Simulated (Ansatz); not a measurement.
Ansatz results at the PBE0-D4/def2-TZVP geometry: size of the dipole moment (B3LYP/def2-TZVPP) 2.40 D; HOMO–LUMO gap (PBE/def2-TZVPP) 4.58 eV; size of the dipole moment (ωB97M-V/def2-TZVPP) 2.45 D.

Each molecule was computed in one conformer, which needn't be the lowest.

**Question.** Which molecule gave them?
A. `B[CH2][GeH2][SeH]`
B. `SB1[SiH2][SiH2]1`
C. `[TeH]C1=NC1`
D. `F[CH](F)[SnH2][SH]`

**Answer.** D. The others give `[TeH]C1=NC1`: 2.58, 3.78, 2.59; `B[CH2][GeH2][SeH]`: 1.77, 3.43, 1.82; `SB1[SiH2][SiH2]1`: 0.77, 2.85, 0.77.

B3LYP here is the variant with VWN-RPA as its local correlation; programs differ in this.
